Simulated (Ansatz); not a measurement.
Mg2S2, 4 atoms. Hardware: 4 threads of Arm Neoverse V2 on a shared host.

Correlated methods freeze 12 core orbitals; core or outer-core shells of Mg are correlated, in sets that lack core-valence functions. In CCSD on the charge 1 doublet the largest single amplitude is 0.30, so its Hartree–Fock determinant may place the open shell otherwise than the density functionals do.

Question: How many basis functions does each of these Ansatz runs have, and roughly what does it cost? r2SCAN-D4/def2-TZVP, charge 0 singlet, relaxation, 4 steps; CCSD(T)/def2-TZVPP, charge 1 doublet at the geometry of the charge 0 singlet, energy, from earlier orbitals; PBE0-D4/def2-TZVP, charge 0 unrestricted singlet, energy, from earlier orbitals; LC-ωPBE/def2-TZVP, charge 0 triplet, energy, from earlier orbitals; CCSD(T)/def2-TZVPP, charge 0 triplet, energy, from earlier orbitals; PBE-D4/def2-TZVP, charge 0 singlet, energy, from earlier orbitals; BLYP-D4/def2-TZVP, charge 0 singlet, energy, from earlier orbitals; PBE-D4/def2-TZVPD, charge -1 doublet at the geometry of the charge 0 singlet, energy, from earlier orbitals; PBE0-D4/def2-SVP, charge 0 unrestricted singlet, energy with a search over starts; ωB97X-V/def2-TZVP, charge 0 singlet, energy, from earlier orbitals; B2PLYP/def2-TZVP, charge 0 triplet, energy, from earlier orbitals; PBE0-D4/def2-TZVP, charge 0 singlet, energy, from earlier orbitals.

Answer: Other jobs shared the machine, so times can vary by a factor of up to 3. A dash marks memory too small to be measured apart from the calling script's.

```json
{"run": "PBE-D4/def2-TZVP, charge 0 singlet, energy, from earlier orbitals", "functions": "138", "fitting or Cholesky vectors": "1098", "wall time": "0.95 s", "peak host memory (GiB)": "–"}
{"run": "BLYP-D4/def2-TZVP, charge 0 singlet, energy, from earlier orbitals", "functions": "138", "fitting or Cholesky vectors": "1098", "wall time": "1.1 s", "peak host memory (GiB)": "–"}
{"run": "PBE0-D4/def2-TZVP, charge 0 singlet, energy, from earlier orbitals", "functions": "138", "fitting or Cholesky vectors": "1118", "wall time": "1.3 s", "peak host memory (GiB)": "–"}
{"run": "PBE0-D4/def2-SVP, charge 0 unrestricted singlet, energy with a search over starts", "functions": "72", "fitting or Cholesky vectors": "604", "wall time": "1.3 s", "peak host memory (GiB)": "–"}
{"run": "PBE-D4/def2-TZVPD, charge -1 doublet at the geometry of the charge 0 singlet, energy, from earlier orbitals", "functions": "162", "fitting or Cholesky vectors": "1202", "wall time": "2.7 s", "peak host memory (GiB)": "–"}
{"run": "ωB97X-V/def2-TZVP, charge 0 singlet, energy, from earlier orbitals", "functions": "138", "fitting or Cholesky vectors": "1118", "wall time": "3.6 s", "peak host memory (GiB)": "–"}
{"run": "PBE0-D4/def2-TZVP, charge 0 unrestricted singlet, energy, from earlier orbitals", "functions": "138", "fitting or Cholesky vectors": "1118", "wall time": "3.7 s", "peak host memory (GiB)": "–"}
{"run": "r2SCAN-D4/def2-TZVP, charge 0 singlet, relaxation, 4 steps", "functions": "138", "fitting or Cholesky vectors": "1098", "wall time": "6 s", "peak host memory (GiB)": "–"}
{"run": "B2PLYP/def2-TZVP, charge 0 triplet, energy, from earlier orbitals", "functions": "138", "fitting or Cholesky vectors": "998", "wall time": "11 s", "peak host memory (GiB)": "–"}
{"run": "LC-ωPBE/def2-TZVP, charge 0 triplet, energy, from earlier orbitals", "functions": "138", "fitting or Cholesky vectors": "1098", "wall time": "14 s", "peak host memory (GiB)": "–"}
{"run": "CCSD(T)/def2-TZVPP, charge 1 doublet at the geometry of the charge 0 singlet, energy, from earlier orbitals", "functions": "148", "fitting or Cholesky vectors": "1036", "wall time": "30 s", "peak host memory (GiB)": "1.7"}
{"run": "CCSD(T)/def2-TZVPP, charge 0 triplet, energy, from earlier orbitals", "functions": "148", "fitting or Cholesky vectors": "1042", "wall time": "37 s", "peak host memory (GiB)": "1.7"}
```
